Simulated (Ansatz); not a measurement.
Reaction (ligand exchange at the Sn–N bond): `[SiH3][N]([SiH3])[Sn][Cl]` + NH₃ → `[NH2][Sn][Cl]` + `[SiH3]N[SiH3]`

Program: Ansatz. Geometries: PBE0-D4/def2-TZVP. ΔE: electronic, gas phase. CCSD(T)/CBS is the MP2 limit (def2-TZVPP, def2-QZVPP) plus CCSD(T) − MP2 in def2-TZVPP, frozen cores. This one scheme is used for every species. DFT in def2-TZVPP. B3LYP here is the variant with VWN-RPA as its local correlation; programs differ in this. HSE06 is defined as in plane-wave codes. Elements past krypton have def2 core potentials. For Sn outer-core shells are correlated without core-valence functions, which leaves a few kJ/mol of doubt a bond. One conformer a species, not always the lowest.

`[SiH3][N]([SiH3])[Sn][Cl]`:

```xyz
11

Si    0.174   -0.200   -1.387
N     0.147    0.280    0.290
Si   -0.820   -0.642    1.393
Sn    1.182    1.869    1.069
Cl    2.157    2.507   -1.010
H    -0.712   -1.396   -1.500
H    -0.361    0.861   -2.276
H     1.536   -0.584   -1.833
H    -2.264   -0.618    1.036
H    -0.655   -0.016    2.740
H    -0.384   -2.062    1.477
```

NH₃:

Z-matrix (Å, degrees):
```
N
H 1 1.013
H 1 1.013 2 107.1
H 1 1.013 2 107.1 3 -114.5
```

`[NH2][Sn][Cl]`:

```xyz
5

N    -0.415    0.072   -0.646
Sn   -0.427   -0.855    1.130
Cl    1.649    0.110    1.803
H     0.326    0.692   -0.939
H    -1.133   -0.019   -1.348
```

`[SiH3]N[SiH3]`:

Cartesian coordinates in Å:
```
Si 1.341 -0.056 -0.797
N -0.330 0.238 -0.485
Si -1.227 -0.034 0.964
H 1.875 -0.836 0.346
H 2.127 1.202 -0.934
H 1.519 -0.823 -2.060
H -0.842 0.681 -1.236
H -0.362 -0.816 1.881
H -2.477 -0.791 0.682
H -1.624 1.234 1.637
```

```
             level  ΔE (kJ/mol)  difference from CCSD(T)/CBS
       LDA (SPW92)         13.7                         -9.7
            PBE-D4         18.9                         -4.5
         revPBE-D4         21.4                         -2.0
         r2SCAN-D4         14.7                         -8.7
            B97M-V         16.1                         -7.3
           PBE0-D4         17.8                         -5.6
          B3LYP-D4         17.1                         -6.3
        r2SCANh-D4         14.7                         -8.7
        r2SCAN0-D4         14.5                         -8.9
          HSE06-D4         18.0                         -5.4
      CAM-B3LYP-D4          9.4                        -14.0
           ωB97M-V         14.2                         -9.2
            B2PLYP          9.8                        -13.6
          PBE-QIDH         17.1                         -6.3
               PBE          8.2                        -15.2
            revPBE          4.1                        -19.3
              BLYP         -1.9                        -25.3
            r2SCAN         12.1                        -11.3
              PBE0          8.2                        -15.2
             B3LYP         -0.4                        -23.8
           r2SCANh         11.7                        -11.7
           r2SCAN0         11.1                        -12.3
             HSE06          8.5                        -14.9
             BHLYP         -0.2                        -23.6
         CAM-B3LYP         -1.2                        -24.6
           LC-ωPBE          3.9                        -19.5
RPA@PBE/def2-TZVPP         20.7                         -2.7
       HF/def2-SVP          4.9                        -18.5
      MP2/def2-SVP         26.4                          3.0
     CCSD/def2-SVP         21.8                         -1.6
  CCSD(T)/def2-SVP         25.3                          1.9
    MP2/def2-TZVPP         26.7                          3.3
SCS-MP2/def2-TZVPP         20.9                         -2.5
   CCSD/def2-TZVPP         16.6                         -6.8
CCSD(T)/def2-TZVPP         21.7                         -1.7
     HF/def2-QZVPP         -4.5                        -27.9
SCS-MP2/def2-QZVPP         21.5                         -1.9
      HF/CBS(def2)         -4.5                        -27.9
     MP2/CBS(def2)         28.5                          5.1
    CCSD/CBS(def2)         18.4                         -5.0
       CCSD(T)/CBS         23.4                            0
```

Largest T1 diagnostic among the species: 0.016.

In def2-TZVPP, CCSD(T) changes the Hartree–Fock value by +26.6 kJ/mol (the triples alone add +5.0 kJ/mol) and MP2 by +31.7 kJ/mol. Leaving LDA and LC-ωPBE aside and taking each functional with its dispersion term where it has one, the values spread over 12.0 kJ/mol, from CAM-B3LYP-D4 to revPBE-D4. LDA lies +5.5 kJ/mol from PBE without D4. The D4 term adds +17.5 kJ/mol with B3LYP and +9.7 kJ/mol with PBE0; it sums over pairs of atoms, weighted by their polarisabilities, and B3LYP, whose exchange is more repulsive, gets the larger term.

CCSD(T)/CBS has its own doubt, a few kJ/mol and more with outer-core shells, so smaller differences from it don't rank the levels.
